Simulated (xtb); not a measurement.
MoO3 (SMILES [O]=[Mo](=[O])=[O]), singlet, from a rough starting geometry (GFN-xTB shapes and energies of metal compounds can be far from the true ones); GFN2-xTB (xtb 6.7.1).

The xtb input:
```
$ xtb mol.xyz --gfn 2 --opt vtight --json

# file mol.xyz
4

Mo    -0.01788582     0.00018911    -0.00895537
O     -1.14080158    -1.17328714    -0.10818006
O     -0.11224807     1.32250432    -0.98703117
O      1.22866129    -0.10016558     1.08753482
```

Q: Write the output that xtb gives for this input, abridged.

A: 
```
   ID    Z sym.   atoms
    1   42 Mo     1
    2    8 O      2-4

           -------------------------------------------------
          |                Calculation Setup                |
           -------------------------------------------------

           -------------------------------------------------
          |                 G F N 2 - x T B                 |
           -------------------------------------------------

          ...................................................
          :                      SETUP                      :
          :.................................................:
          :  # basis functions                  22          :
          :  # atomic orbitals                  21          :
          :  # shells                            9          :
          :  # electrons                        24          :
          :  max. iterations                   250          :
          :  Hamiltonian                  GFN2-xTB          :
          :  restarted?                      false          :
          :  GBSA solvation                  false          :
          :  PC potential                    false          :
          :  electronic temp.          300.0000000     K    :
          :  accuracy                    1.0000000          :
          :  -> integral cutoff          0.2500000E+02      :
          :  -> integral neglect         0.1000000E-07      :
          :  -> SCF convergence          0.1000000E-05 Eh   :
          :  -> wf. convergence          0.1000000E-03 e    :
          :  Broyden damping             0.4000000          :
          :  net charge                          0          :
          :  unpaired electrons                  0          :
          ...................................................

 iter      E             dE          RMSdq      gap      omega  full diag
   1    -13.1471760 -0.131472E+02  0.215E+01    0.19       0.0  T
   2    -13.0543497  0.928262E-01  0.332E+01    7.86       1.0  T
   3    -13.7244398 -0.670090E+00  0.281E+01    3.55       1.0  T
   4    -13.6678792  0.565606E-01  0.319E+01    4.23       1.0  T
   5    -10.0824171  0.358546E+01  0.107E+02    0.29       1.0  T
   6     -9.9976243  0.847929E-01  0.108E+02    0.29       1.0  T
   7    -11.3998028 -0.140218E+01  0.846E+01    0.22       1.0  T
   8    -13.7029896 -0.230319E+01  0.334E+01    0.22       1.0  T
   9    -14.1588269 -0.455837E+00  0.209E+01    0.73       1.0  T
[...]
         :: total energy             -14.198481940925 Eh    ::
 * total energy  :   -14.1984819 Eh     change       -0.6933121E-11 Eh
 * total energy  :   -14.1988457 Eh     change       -0.3637790E-03 Eh
 * total energy  :   -14.1989448 Eh     change       -0.9905731E-04 Eh
 * total energy  :   -14.1989488 Eh     change       -0.4066902E-05 Eh
 * total energy  :   -14.1989520 Eh     change       -0.3113731E-05 Eh
 * total energy  :   -14.1989520 Eh     change       -0.2850527E-07 Eh
   *** GEOMETRY OPTIMIZATION CONVERGED AFTER 6 ITERATIONS ***
         :: total energy             -14.198951986548 Eh    ::
[...]
        18                         -0.1536223              -4.1803
        19                          0.0665588               1.8112
        20                          0.1996511               5.4328
        21                          0.1996550               5.4329
      -------------------------------------------------------------
                  HL-Gap            0.0026620 Eh            0.0724 eV
             Fermi-level           -0.4943543 Eh          -13.4521 eV

     #   Z          covCN         q      C6AA      α(0)
     1  42 Mo       2.413     1.217   330.292    43.726
     2   8 O        0.804    -0.406    21.818     6.261
     3   8 O        0.804    -0.406    21.818     6.261
     4   8 O        0.804    -0.406    21.818     6.261

 Mol. C6AA /au·bohr⁶  :        984.585520
 Mol. C8AA /au·bohr⁸  :      64069.553899
 Mol. α(0) /au        :         62.509830

Wiberg/Mayer (AO) data.
largest (>0.10) Wiberg bond orders for each atom

 ---------------------------------------------------------------------------
     #   Z sym  total        # sym  WBO       # sym  WBO       # sym  WBO
 ---------------------------------------------------------------------------
     1  42 Mo   6.146 --     3 O    2.049     2 O    2.049     4 O    2.049
     2   8 O    2.186 --     1 Mo   2.049
     3   8 O    2.186 --     1 Mo   2.049
     4   8 O    2.186 --     1 Mo   2.049
 ---------------------------------------------------------------------------

Topologies differ in total number of bonds
Writing topology from bond orders to xtbtopo.mol

molecular dipole:
                 x           y           z       tot (Debye)
 q only:        0.008      -0.007      -0.010
   full:        0.015      -0.013      -0.019       0.069
molecular quadrupole (traceless):
                xx          xy          yy          xz          yz          zz
 q only:       -0.195      -2.325      -0.989      -3.376       2.848       1.184
  q+dip:       -0.184      -2.195      -0.934      -3.188       2.689       1.118
   full:       -0.215      -2.564      -1.091      -3.723       3.141       1.306

optimized geometry written to: xtbopt.xyz

           -------------------------------------------------
          | TOTAL ENERGY              -14.198951986548 Eh   |
          | GRADIENT NORM               0.000151032337 Eh/α |
          | HOMO-LUMO GAP               0.072435901841 eV   |
           -------------------------------------------------

normal termination of xtb
```
